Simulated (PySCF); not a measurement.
A calculated (UHF, PySCF 2.14, jorge-DZP-DKH, the spin-free X2C one-electron Hamiltonian (Gaussian nucleus)) atom or ion has these occupied shells.

```json
{"shell": "1s β", "electrons": "1", "orbital energy (eV)": "-7777.3", "rms radius, mean of both spins (bohr)": "0.0649"}
{"shell": "1s α", "electrons": "1", "orbital energy (eV)": "-7777.3", "rms radius, mean of both spins (bohr)": "0.0649"}
{"shell": "2s α", "electrons": "1", "orbital energy (eV)": "-966.47", "rms radius, mean of both spins (bohr)": "0.276"}
{"shell": "2s β", "electrons": "1", "orbital energy (eV)": "-964.80", "rms radius, mean of both spins (bohr)": "0.276"}
{"shell": "2p α", "electrons": "3", "orbital energy (eV)": "-824.42", "rms radius, mean of both spins (bohr)": "0.249"}
{"shell": "2p β", "electrons": "3", "orbital energy (eV)": "-822.78", "rms radius, mean of both spins (bohr)": "0.249"}
{"shell": "3s α", "electrons": "1", "orbital energy (eV)": "-129.46", "rms radius, mean of both spins (bohr)": "0.839"}
{"shell": "3s β", "electrons": "1", "orbital energy (eV)": "-124.59", "rms radius, mean of both spins (bohr)": "0.839"}
{"shell": "3p α", "electrons": "3", "orbital energy (eV)": "-86.968", "rms radius, mean of both spins (bohr)": "0.913"}
{"shell": "3p β", "electrons": "3", "orbital energy (eV)": "-81.099", "rms radius, mean of both spins (bohr)": "0.913"}
{"shell": "3d α", "electrons": "5", "orbital energy (eV)": "-20.159", "rms radius, mean of both spins (bohr)": "1.22"}
{"shell": "3d β", "electrons": "3", "orbital energy (eV)": "-17.825", "rms radius, mean of both spins (bohr)": "1.22"}
```

**Question.** Name the element and its charge.

**Answer.** Co+ (cobalt, charge +1), in [Ar] 3d8, high-spin 3F determinant.
